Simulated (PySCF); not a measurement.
PySCF job for C3HBr2Cl, SMILES C(=C(Br)Br)=CCl, SMD-M06-2X/def2-SVP. The structure is a stationary point at PBE0-D3(BJ)/def2-SVP. This is a generated structure with no PubChem entry under its InChIKey; it may be hypothetical.

```python
import numpy as np
from pyscf import gto, scf, dft
from pyscf.solvent import smd

mol = gto.M(
    atom='''
    Cl    3.59661905    0.38267638   -0.00000001
    C     2.32740694   -0.78881421    0.00000000
    C     1.05741922   -0.47653726    0.00000001
    C    -0.21089389   -0.17466965    0.00000000
    Br   -1.18381179    0.05656732   -1.59569722
    Br   -1.18381179    0.05656732    1.59569722
    H     2.68070793   -1.82508430    0.00000001
    ''',
    basis='def2-SVP',
    charge=0,
    spin=0,
    max_memory=1600,
    verbose=3,
)
mf = dft.RKS(mol, xc='m06-2x').density_fit(auxbasis='def2-universal-jkfit')
mf.grids.level = 4
mf.conv_tol = 1e-9
mf.max_cycle = 100
mf.kernel()
res = {}
for name in ['water', 'benzene', 'acetonitrile']:
    s = mf.SMD()
    s.with_solvent.solvent, s.with_solvent.sasa_ng = name, 302
    s.kernel(mf.make_rdm1())
    res[name] = (s.e_tot, s.with_solvent.get_cds(), s.dip_moment(), s.mo_energy, s.converged)
    print(f'SMD {name}: dG(solv) = {(s.e_tot - mf.e_tot) * 627.509474:.3f} kcal/mol, of which CDS {res[name][1] * 627.509474:.3f}')
```

Log of the run:

```
converged SCF energy = -5722.51865285747
converged SCF energy = -5722.52005855242
Dipole moment(X, Y, Z, Debye):  0.87024, -1.47021, -0.00000
SMD water: dG(solv) = -0.882 kcal/mol, of which CDS 1.444
converged SCF energy = -5722.52832793618
Dipole moment(X, Y, Z, Debye):  0.61701, -1.21281, -0.00000
SMD benzene: dG(solv) = -6.071 kcal/mol, of which CDS -5.066
converged SCF energy = -5722.52749461962
Dipole moment(X, Y, Z, Debye):  0.85822, -1.45720, -0.00000
SMD acetonitrile: dG(solv) = -5.548 kcal/mol, of which CDS -3.284
```

The calculation finished and met its thresholds.

Cost: about 2.9 core-minutes (a rough figure).
